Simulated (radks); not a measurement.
Results of a calculation; reference values are marked as such.
Task: The thallium ion Tl3+, [Xe] 4f14 5d10. Code: a radial shooting solver on a logarithmic mesh with Libxc functionals. Model: non-relativistic Kohn-Sham, PBE, spin-polarised, spherical densities, point nucleus. Every spin shell is full or empty, so the densities are truly spherical. Functionals are evaluated on that one density, not self-consistently. Rank these exchange functionals by their error against the exact value of the orbitals, and give that value: LDA, B88, PBEsol, OPTX, WC, G96, TPSS, SCAN, MS2.

Result: Exact: -351.504 hartree. From best to worst, with 100 (|E| - |E exact|)/|E exact| (equal figures are ties): SCAN +0.04, B88 +0.05, TPSS -0.44, G96 +0.45, WC -0.64, MS2 -0.68, PBEsol -1.80, OPTX +1.91, LDA -3.80.
